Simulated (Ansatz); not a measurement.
Basis sets compared for Sn₄Te₉⁻. Charge -1, multiplicity 2. Geometry r2SCAN-D4/def2-SVP. Ansatz on 2 threads of AMD EPYC 7R13 on a shared host and a share (18 GiB) of an NVIDIA H100 80GB HBM3; times are rough, and most runs start from earlier orbitals.

Cartesian coordinates in Å:
```
Sn -1.065 -0.706 1.634
Sn 1.151 1.412 2.198
Sn 1.827 -1.367 -1.515
Sn -0.997 -0.223 -1.717
Te 3.534 0.636 -0.528
Te 3.386 -0.366 2.072
Te 0.006 -0.179 4.429
Te -2.908 1.375 2.062
Te -1.526 -2.298 -3.703
Te -0.317 -0.103 -4.833
Te 2.380 -0.342 -4.177
Te -2.007 1.615 4.920
Te -3.463 0.545 -0.839
```

In the def2 sets Sn, Te take a core potential; there is no spin–orbit coupling. Single mean-field runs in def2-TZVP are fitted with def2-universal-jkfit. The structure comes from a short search, and lower isomers may exist.

```json
{"level": "PBE-D4/def2-SVP", "functions": "338", "energy (Eh)": "-3270.0009", "HOMO (eV)": "-1.54", "LUMO (eV)": "-1.20", "wall time": "4 s"}
{"level": "PBE0-D4/def2-SVP", "functions": "338", "energy (Eh)": "-3270.1557", "HOMO (eV)": "-2.44", "LUMO (eV)": "-0.86", "wall time": "9 s"}
```

Question: Estimate the rows for PBE-D4/def2-TZVP (with forces), PBE0-D4/def2-TZVP.

Answer: 
```csv
level,functions,energy (Eh),HOMO (eV),LUMO (eV),wall time
PBE-D4/def2-TZVP (with forces),650,-3270.1233,-1.65,-1.29,8.1 s
PBE0-D4/def2-TZVP,650,-3270.2716,-2.49,-0.88,9.5 s
```
